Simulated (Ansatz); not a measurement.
Energy needed to pull apart AlBH$_{4}$Te (SMILES B[Te][AlH2]), closed shell, into free ground-state atoms, from the structure below (displaced at random from a GFN2-xTB minimum); no zero-point or spin–orbit terms; open-shell atoms are treated unrestricted, in their ground-state multiplicity.

```xyz
7
angstrom
B -1.2537 -0.6549 -0.5747
Te -0.2899 0.9028 -1.6285
Al 1.2152 0.6751 0.4372
H -2.2058 -1.1522 -0.9735
H -0.8281 -1.0063 0.4354
H 2.5267 -0.1177 0.5027
H 0.8560 1.3431 1.7985
```

Program: Ansatz 0.2.0. Basis: def2-TZVPP. Cores are frozen in the correlated methods. Filled d shells of the heavier atoms are correlated. Core potentials replace the inner electrons of the atoms past krypton. The def2 sets are not built for correlating such inner shells, so the correlated values are less sure here.

```json
{"method": "PBE-D4", "atomization energy (kJ/mol)": "?"}
{"method": "revPBE-D4", "atomization energy (kJ/mol)": "1864"}
{"method": "r2SCAN-D4", "atomization energy (kJ/mol)": "?"}
{"method": "PBE0-D4", "atomization energy (kJ/mol)": "1889"}
{"method": "r2SCAN0-D4", "atomization energy (kJ/mol)": "1896"}
{"method": "wB97M-V", "atomization energy (kJ/mol)": "1895"}
{"method": "HF", "atomization energy (kJ/mol)": "1435"}
{"method": "MP2", "atomization energy (kJ/mol)": "1868"}
{"method": "CCSD", "atomization energy (kJ/mol)": "1828"}
{"method": "CCSD(T)", "atomization energy (kJ/mol)": "1856"}
```

Problem. What does PBE-D4 give? (An estimate is asked for; the value comes from the calculation.)

Solution. By the calculation: 1899 kJ/mol, which is about 43 kJ/mol more than CCSD(T)/def2-TZVPP.

Problem. What does r2SCAN-D4 give? (To be estimated.)

Solution. Computed: 1913 kJ/mol, which is about 57 kJ/mol more than CCSD(T)/def2-TZVPP.

In triple zeta the MP2 and coupled-cluster atomization energies are still short of their basis limit by a few kcal/mol a bond, whereas those of the functionals are nearly converged, so these differences are not deviations from converged CCSD(T).

No T1 diagnostic of these runs exceeds 0.016.

For scale, one of the runs: CCSD(T)/def2-TZVPP forces, 179 basis functions (an equivalent command: `ansatz run in.yaml --threads 4`). Hardware: 4 CPU threads, shared host. Wall time 2.8 min; peak host memory 3.4 GiB.
